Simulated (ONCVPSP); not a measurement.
**Before and after: ONCV potential for Lu**

ONCVPSP 4.0.1 input, shortened (lines: element, Z, core and valence counts, functional; n l f; lmax; l rc ep ncon nbas qcut; lloc lpopt rc5 dvloc0; l nproj debl; icmod fcfact rcfact), PBEsol, scalar-relativistic:

```
  Lu 71.00    9    5  -116133      upf
    1    0    2.00
    2    0    2.00
    2    1    6.00
    3    0    2.00
    3    1    6.00
    3    2   10.00
    4    0    2.00
    4    1    6.00
    4    2   10.00
    4    3   14.00
    5    0    2.00
    5    1    6.00
    5    2    1.00
    6    0    1.00
    3
    0    2.10    0.00    4    7    7.50
    1    2.30    0.00    4    7    7.30
    2    2.30    0.00    4    8    4.90
    3    0.80    0.00    3    8   25.30
    4    4    0.80    0.00
    0    2    0.80
    1    1    3.40
    2    2    1.00
    3    2    3.10
    0    0.00    0.00
```

Change: f: rc 0.62; local potential polynomial inside 0.62 bohr (lpopt 4, dvloc0 0 Ha).

Cutoffs: the cutoffs (Ha) at which the residual kinetic energy of the hardest occupied pseudo-wave falls to 1 and 0.1 mHa per electron; they do not see the model core or the augmentation charge, which bear on the density cutoff. Errors are all-electron minus pseudo energies relative to the spin-unpolarised reference configuration.

Task: What does the change do?

Result: The potential gets harder (234 Ha and 261 Ha → 277 Ha and 303 Ha); both files keep a bound ghost (p, s); the number of tests with a reliable result goes from 3 to 4; the errors of the 3 common tests hardly move. A smaller radius makes the pseudo-wave follow the all-electron one further in, where it bends more sharply, so more plane waves are needed.

```tsv
quantity	base	changed
cutoff, loose	234 Ha	277 Ha
cutoff, tight	261 Ha	303 Ha
loose cutoff by channel	s 16 Ha, p 9.7 Ha, d 9.8 Ha, f 234 Ha	s 16 Ha, p 9.7 Ha, d 9.8 Ha, f 277 Ha
bound ghosts	s, p	s, p
GHOST(+) flags under 300 eV	none	none
tests with a reliable result	3 of 4	4 of 4
error for 4f14 5s2 5p6 5d1 6s2, meV [ΔE -7.39 eV]	+1.7	+1.7
error for 4f14 5s2 5p6 5d1 6s0, meV [ΔE 13.22 eV]	-4.1	-4.2
error for 4f14 5s2 5p6 5d0 6s0, meV [ΔE 33.13 eV]	-9.4	-8.8
s: phases at 2.14 bohr within 0.05 rad from the reference energy up to (Ha; the scan ends near 5)	to the end of the scan	5.0
p: phases at 2.34 bohr within 0.05 rad from the reference energy up to (Ha; the scan ends near 5)	-0.6	0.1
d: phases at 2.34 bohr within 0.05 rad from the reference energy up to (Ha; the scan ends near 5)	to the end of the scan	to the end of the scan
```

 A true bound ghost makes a file unfit for plane-wave use even where its test errors are small: the radial tests pick states by their node count and pass the ghost by.
